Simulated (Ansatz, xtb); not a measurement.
## Two isomers of C4H6F2O

We compare X, `F[C@@H]1CC[C@@H](F)O1`, a singlet, with Y, `FC1(F)CCCO1`, a singlet. Both are isolated molecules in the gas phase, relaxed with PBE0-D3(BJ)/def2-SVP; the shapes shown needn't be the lowest conformers.

X (Å):

| atom | x (Å) | y (Å) | z (Å) |
| --- | --- | --- | --- |
| C | -0.3672 | -0.6117 | -0.7197 |
| C | -0.6788 | -0.1912 | 0.7037 |
| C | 0.3299 | -1.0347 | 1.4744 |
| C | 0.3001 | -2.3172 | 0.6653 |
| F | 0.6678 | 0.1443 | -1.2075 |
| F | -0.7277 | -3.1135 | 1.1015 |
| O | 0.0443 | -1.9377 | -0.6474 |
| H | -1.1961 | -0.5301 | -1.4394 |
| H | -0.5735 | 0.8928 | 0.8370 |
| H | -1.7070 | -0.4869 | 0.9595 |
| H | 1.3327 | -0.5862 | 1.4190 |
| H | 0.0750 | -1.2147 | 2.5263 |
| H | 1.2166 | -2.9263 | 0.6927 |

Y (Å):

```tsv
atom	x (Å)	y (Å)	z (Å)
C	-1.9496	-2.2806	0.4435
C	-1.0098	-1.4862	1.3337
C	-0.5830	-0.3664	0.3975
C	-1.8703	-0.1406	-0.3866
F	-1.2886	-3.2633	-0.2158
F	-2.9299	-2.8958	1.1275
O	-2.4939	-1.4174	-0.4606
H	-0.1964	-2.1133	1.7188
H	-1.5947	-1.1005	2.1825
H	-0.2286	0.5366	0.9131
H	0.2164	-0.7168	-0.2735
H	-1.7092	0.2287	-1.4093
H	-2.5455	0.5624	0.1331
```

Quicker runs give these differences E(Y) − E(X): GFN2-xTB −1.95 kcal/mol; HF/STO-3G −7.09 kcal/mol (at GFN2-xTB geometries); r2SCAN-D4/def2-SVP −3.53 kcal/mol (at GFN2-xTB geometries).

Problem. Estimate E(Y) − E(X) at the level CCSD(T)/def2-SVP + ΔMP2/def2-TZVPP.

Solution. Too close to call at this level: CCSD(T)/def2-SVP + ΔMP2/def2-TZVPP gives E(Y) − E(X) = −1.62 kcal/mol.

How the difference moves with the method:

```csv
level,geometry,E(Y) − E(X) (kcal/mol),departure from the last row (kcal/mol),"job, with rough time for the two"
GFN2-xTB,GFN2-xTB,−1.95,−0.33,"optimisation, 0.13 s"
HF/STO-3G,GFN2-xTB,−7.09,−5.47,"single point, 0.36 s"
r2SCAN-D4/def2-SVP,GFN2-xTB,−3.53,−1.91,"single point, 2.7 s"
PBE0-D3(BJ)/def2-SVP,PBE0-D3(BJ)/def2-SVP,−3.87,−2.25,"optimisation, 37 s"
HF/def2-SVP,PBE0-D3(BJ)/def2-SVP,−3.59,−1.97,part of the CCSD(T) run
MP2/def2-SVP,PBE0-D3(BJ)/def2-SVP,−3.91,−2.29,part of the CCSD(T) run
CCSD(T)/def2-SVP,PBE0-D3(BJ)/def2-SVP,−3.65,−2.03,single point
CCSD(T)/def2-SVP + ΔMP2/def2-TZVPP,PBE0-D3(BJ)/def2-SVP,−1.62,,"single point, 39 s"
```

As drawn, both hold the same kinds of bond in the same numbers.

The largest departure from CCSD(T)/def2-SVP + ΔMP2/def2-TZVPP is that of HF/STO-3G, 5.47 kcal/mol. The last row adds to CCSD(T) the change of the MP2 difference between the two basis sets, here +2.03 kcal/mol.

With thermal terms from frequencies at re-optimised GFN2-xTB minima (ideal gas, soft modes damped towards free rotors, one conformer each, 298.15 K, 1 atm): the zero-point term adds −0.12 kcal/mol; ΔH is −1.69 and ΔG −2.12 kcal/mol.

The correlated steps freeze 7 core orbitals. Mirror images aren't counted in ΔG. Run with Ansatz 0.2.0, xtb 6.7.1; the last row on 2 threads of Intel(R) Xeon(R) 6975P-C (Granite Rapids) on a shared host.
